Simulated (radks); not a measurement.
Results of a calculation; reference values are marked as such.
Species: S+. Configuration: [Ne] 3s2 3p2 5f1 (not the ground configuration). Code: a radial shooting solver on a logarithmic mesh with Libxc functionals. Model: Dirac Kohn-Sham, PBEsol, spin-unpolarised, spherical densities, finite nucleus; open shells fill j = l - 1/2 first; Fermi nuclear charge, rms radius 3.2611 fm.

Spin-orbit splittings of the eigenvalues, e(l+1/2) - e(l-1/2), with zeta = 2 splitting/(2l+1) and mean radii in bohr:

| shell | occ. | splitting (eV) | zeta (eV) | <r> j=l-1/2 | <r> j=l+1/2 |
|---|---|---|---|---|---|
| 2p | 6 | 1.264 | 0.8429 | 0.4405 | 0.4428 |
| 3p | 2 | 0.1156 | 0.07707 | 1.764 | 1.770 |
| 5f | 1 | 0.00001732 | 4.947e-06 | 14.96 | 14.96 |
